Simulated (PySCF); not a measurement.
**BiN: from constants to spectrum**

RHF-CCSD(T) constants of BiN, singlet, closed shell (Bi def2-SVP with ECP60, N def2-SVP; scalar-relativistic core potentials (PySCF 2.14); masses 208.9804 and 14.0031 u):

- ωe: 695.5 cm⁻¹
- ωexe: 5.27 cm⁻¹
- Be: 0.32796 cm⁻¹
- αe: 0.00247 cm⁻¹
- D (centrifugal): 2.92e-07 cm⁻¹
- De to Bi + N: 1.99 eV

Give the vibrational terms G(v) and spacings up to v = 3.

G(v) = ωe(v+½) − ωexe(v+½)².

| v | G(v) (cm⁻¹) | G(v) − G(v−1) | Bv (cm⁻¹) |
| --- | --- | --- | --- |
| 0 | 346 |  | 0.3267 |
| 1 | 1031 | 685 | 0.3243 |
| 2 | 1706 | 674 | 0.3218 |
| 3 | 2370 | 664 | 0.3193 |

How well does the Morse estimate ωe²/(4ωexe) reproduce De, and what is D0?

It gives 2.85 eV, 143 % of the computed De. D0 = De − G(0) = 1.99 − 0.04 = 1.95 eV.

Correlated steps freeze 5 core orbitals. Correlated levels converge slowly with the basis: in double zeta they bind strong bonds too weakly, by up to about 1 eV, and carry superposition errors of some tenths. These are scalar-relativistic numbers at best; spin–orbit coupling would shift them, the dissociation energy most. Where the molecule has an RHF reference, its open-shell atoms are computed with UHF. The CCSD T1 diagnostic is raised, a sign that a single reference may not be enough here.
